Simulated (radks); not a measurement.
The numbers below are computed, except where a source is named.
Polarisability of the krypton ion Kr+, [Ar] 3d10 4s2 4p5, at imaginary frequency. Level of theory: scalar-relativistic Kohn-Sham, LB94 model potential, spin-unpolarised, spherical densities, finite nucleus; Fermi nuclear charge, rms radius 4.1884 fm (a radial shooting solver on a logarithmic mesh with Libxc functionals). Response by self-consistent Sternheimer equations with the Hartree and adiabatic LDA kernel, the relativistic mass of each level held fixed and spin-orbit coupling left out.

w (hartree),alpha1(iw) (bohr^3)
0.00266,10.65
0.0143,10.65
0.0360,10.62
0.0697,10.55
0.118,10.37
0.186,9.978
0.280,9.252
0.413,8.061
0.605,6.396
0.892,4.484
1.35,2.721
2.12,1.422
3.59,0.6448
6.94,0.2470
17.5,0.06114

Static values: alpha1 = 10.65 bohr^3 (1.578 angstrom^3; uncoupled 16.63). C6 = 65.18, triple-dipole C9 = 505.6 atomic units. One-pole (London) frequency 4 C6 / (3 alpha1^2) = 0.766 hartree, against 0.929 for minus the highest occupied eigenvalue.
